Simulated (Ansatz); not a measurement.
Relaxation of ClF$_{2}$Ge$_{2}$H$_{5}$O (11 atoms, charge 0, multiplicity 1), to a largest force component of 0.03 eV/Å in at most 50 steps.

These are results of Ansatz, RHF/def2-SVP, not measurements.

```xyz
11
Properties=species:S:1:pos:R:3
Ge 0.267 -0.164 0.221
Ge 0.114 -0.047 2.624
H -0.927 -1.069 3.092
H 1.478 -0.409 3.211
H -0.300 1.359 3.049
O 1.898 -0.525 -0.261
H 2.072 -0.641 -1.184
F -0.175 1.249 -0.641
F -0.714 -1.379 -0.487
Cl -2.946 0.620 1.117
H -2.623 0.053 2.265
```

Problem. Where does it end, and by what steps?

Solution. The forces met the threshold. The force dipped under the threshold on the way, but the program's further checks kept it going. After 49 steps the energy has fallen by 0.403 eV; H11 moved furthest, 1.57 Å.

```json
{"step": "0", "energy less start (eV)": "0.0000", "largest force component (eV/Å)": "1.353", "accepted": "yes"}
{"step": "2", "energy less start (eV)": "-0.1686", "largest force component (eV/Å)": "0.511", "accepted": "yes"}
{"step": "4", "energy less start (eV)": "-0.2191", "largest force component (eV/Å)": "0.084", "accepted": "yes"}
{"step": "6", "energy less start (eV)": "-0.2211", "largest force component (eV/Å)": "0.234", "accepted": "no"}
{"step": "8", "energy less start (eV)": "-0.2476", "largest force component (eV/Å)": "0.064", "accepted": "yes"}
{"step": "10", "energy less start (eV)": "-0.2504", "largest force component (eV/Å)": "0.058", "accepted": "yes"}
{"step": "12", "energy less start (eV)": "-0.2571", "largest force component (eV/Å)": "0.063", "accepted": "yes"}
{"step": "14", "energy less start (eV)": "-0.2597", "largest force component (eV/Å)": "0.058", "accepted": "yes"}
{"step": "16", "energy less start (eV)": "-0.2624", "largest force component (eV/Å)": "0.565", "accepted": "yes"}
{"step": "18", "energy less start (eV)": "-0.2860", "largest force component (eV/Å)": "0.074", "accepted": "yes"}
{"step": "20", "energy less start (eV)": "-0.2859", "largest force component (eV/Å)": "1.337", "accepted": "no"}
{"step": "22", "energy less start (eV)": "-0.3208", "largest force component (eV/Å)": "0.278", "accepted": "yes"}
{"step": "24", "energy less start (eV)": "-0.3457", "largest force component (eV/Å)": "0.742", "accepted": "yes"}
{"step": "26", "energy less start (eV)": "-0.3720", "largest force component (eV/Å)": "0.163", "accepted": "yes"}
{"step": "28", "energy less start (eV)": "-0.3789", "largest force component (eV/Å)": "0.111", "accepted": "yes"}
{"step": "30", "energy less start (eV)": "-0.3821", "largest force component (eV/Å)": "0.039", "accepted": "yes"}
{"step": "32", "energy less start (eV)": "-0.3869", "largest force component (eV/Å)": "0.063", "accepted": "yes"}
{"step": "34", "energy less start (eV)": "-0.3909", "largest force component (eV/Å)": "0.105", "accepted": "yes"}
{"step": "36", "energy less start (eV)": "-0.3954", "largest force component (eV/Å)": "0.077", "accepted": "yes"}
{"step": "38", "energy less start (eV)": "-0.3955", "largest force component (eV/Å)": "0.100", "accepted": "yes"}
{"step": "40", "energy less start (eV)": "-0.3979", "largest force component (eV/Å)": "0.136", "accepted": "yes"}
{"step": "42", "energy less start (eV)": "-0.3997", "largest force component (eV/Å)": "0.047", "accepted": "yes"}
{"step": "44", "energy less start (eV)": "-0.4011", "largest force component (eV/Å)": "0.089", "accepted": "yes"}
{"step": "46", "energy less start (eV)": "-0.4020", "largest force component (eV/Å)": "0.028", "accepted": "yes"}
{"step": "48", "energy less start (eV)": "-0.4024", "largest force component (eV/Å)": "0.047", "accepted": "yes"}
{"step": "49", "energy less start (eV)": "-0.4025", "largest force component (eV/Å)": "0.010", "accepted": "yes"}
```

```xyz
11
Properties=species:S:1:pos:R:3
Ge 0.405 0.034 0.326
Ge 0.403 0.139 2.764
H -0.197 -1.160 3.289
H 1.863 0.283 3.192
H -0.413 1.358 3.179
O 1.348 -1.261 -0.334
H 1.429 -1.323 -1.276
F 0.939 1.483 -0.424
F -1.181 -0.123 -0.355
Cl -3.503 -0.193 1.898
H -2.950 -0.189 0.747
```

Whether the end is a true minimum wasn't checked by a vibrational analysis.

The run took 3.5 min on 4 threads of Arm Neoverse N1 (shared host), peak memory 0.52 GiB.
